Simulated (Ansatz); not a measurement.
Cost and result for the atomization energy of BF2H4NSi, SMILES `BN[SiH](F)F` (9 atoms, 8 bonds).

Z-matrix (Å, degrees):
```
Si
N 1 1.714
F 1 1.585 2 109.8
F 1 1.585 2 110.1 3 -115.5
H 1 1.465 2 110.9 3 122.3
B 2 1.404 1 124.6 3 -124.5
H 2 1.012 1 118.0 3 55.7
H 6 1.195 2 119.7 1 -179.8
H 6 1.197 2 118.7 1 0.2
```

Total charge 0; spin multiplicity 1. All single points use the PBE0-D4/def2-TZVP geometry. It is one conformer, not always the lowest. Program: Ansatz. All runs use 2 threads of an Intel Xeon Platinum 8488C on a shared host. Times are those of one run each, without the atoms' runs, and a repeat can differ threefold. Electronic energies, without spin–orbit coupling; frozen cores. CCSD(T)/CBS adds CCSD(T) − MP2 in def2-TZVPP to the MP2 limit, and its time is that of the two runs behind it. T1 = 0.012. B3LYP takes the VWN-RPA correlation (the form of Gaussian; ORCA's B3LYP/G). HSE06 is the plane-wave form, built on full-range PBE exchange.

CCSD(T)/CBS is a level of theory with its own doubt, some kJ/mol a heavy atom from the limit and from the frozen cores, so smaller differences don't rank the functionals.

```json
{"level": "LDA (SPW92)/def2-TZVPP", "functions": "222", "wall time": "1.5 s"}
{"level": "revPBE-D4/def2-TZVPP", "functions": "222", "wall time": "2.2 s"}
{"level": "PBE-D4/def2-TZVPP (with forces)", "functions": "222", "wall time": "3.2 s"}
{"level": "HSE06-D4/def2-TZVPP", "functions": "222", "wall time": "3.2 s"}
{"level": "B3LYP-D4/def2-TZVPP (with forces)", "functions": "222", "wall time": "4.2 s"}
{"level": "r2SCAN-D4/def2-TZVPP (with forces)", "functions": "222", "wall time": "4.5 s"}
{"level": "CCSD(T)/def2-SVP", "functions": "94", "wall time": "4.8 s"}
{"level": "B2PLYP/def2-TZVPP", "functions": "222", "wall time": "5.5 s"}
{"level": "B97M-V/def2-TZVPP", "functions": "222", "wall time": "6 s"}
{"level": "r2SCANh-D4/def2-TZVPP", "functions": "222", "wall time": "6 s"}
{"level": "MP2/def2-QZVPP", "functions": "418", "wall time": "25 s"}
{"level": "CCSD(T)/def2-TZVPP", "functions": "222", "wall time": "2.1 min"}
{"level": "CCSD(T)/CBS(def2)", "functions": "–", "wall time": "2.5 min"}
```

Q: What atomization energy does each give, and how far from CCSD(T)/CBS? (An estimate is asked.)

A: Computed: 
```json
{"level": "LDA (SPW92)/def2-TZVPP", "atomization (kcal/mol)": "959.3", "difference from CCSD(T)/CBS": "110.1", "per bond": "13.8"}
{"level": "revPBE-D4/def2-TZVPP", "atomization (kcal/mol)": "833.1", "difference from CCSD(T)/CBS": "-16.1", "per bond": "-2.0"}
{"level": "PBE-D4/def2-TZVPP (with forces)", "atomization (kcal/mol)": "855.6", "difference from CCSD(T)/CBS": "6.4", "per bond": "0.8"}
{"level": "HSE06-D4/def2-TZVPP", "atomization (kcal/mol)": "840.7", "difference from CCSD(T)/CBS": "-8.5", "per bond": "-1.1"}
{"level": "B3LYP-D4/def2-TZVPP (with forces)", "atomization (kcal/mol)": "847.9", "difference from CCSD(T)/CBS": "-1.3", "per bond": "-0.2"}
{"level": "r2SCAN-D4/def2-TZVPP (with forces)", "atomization (kcal/mol)": "847.7", "difference from CCSD(T)/CBS": "-1.5", "per bond": "-0.2"}
{"level": "CCSD(T)/def2-SVP", "atomization (kcal/mol)": "786.5", "difference from CCSD(T)/CBS": "-62.7", "per bond": "-7.8"}
{"level": "B2PLYP/def2-TZVPP", "atomization (kcal/mol)": "842.0", "difference from CCSD(T)/CBS": "-7.2", "per bond": "-0.9"}
{"level": "B97M-V/def2-TZVPP", "atomization (kcal/mol)": "848.4", "difference from CCSD(T)/CBS": "-0.8", "per bond": "-0.1"}
{"level": "r2SCANh-D4/def2-TZVPP", "atomization (kcal/mol)": "841.7", "difference from CCSD(T)/CBS": "-7.5", "per bond": "-0.9"}
{"level": "MP2/def2-QZVPP", "atomization (kcal/mol)": "861.8", "difference from CCSD(T)/CBS": "12.6", "per bond": "1.6"}
{"level": "CCSD(T)/def2-TZVPP", "atomization (kcal/mol)": "824.8", "difference from CCSD(T)/CBS": "-24.4", "per bond": "-3.0"}
{"level": "CCSD(T)/CBS(def2)", "atomization (kcal/mol)": "849.2", "difference from CCSD(T)/CBS": "0.0", "per bond": "0.0"}
```

At CCSD(T), def2-SVP lies −62.7 kcal/mol from the extrapolated value and def2-TZVPP −24.3 kcal/mol: correlation converges slowly with the basis, and small sets miss more of it in the bonded molecule than in its fragments. From r2SCAN to r2SCAN0 (25 % exact exchange), in def2-TZVPP and without D4, the atomization energy moves by −14.8 kcal/mol: exact exchange takes away binding that semilocal exchange gives to molecules. The D4 term adds +6.3 kcal/mol with B3LYP and +3.3 kcal/mol with PBE0; it sums over pairs of atoms, weighted by their polarisabilities, and B3LYP, whose exchange is more repulsive, gets the larger term.
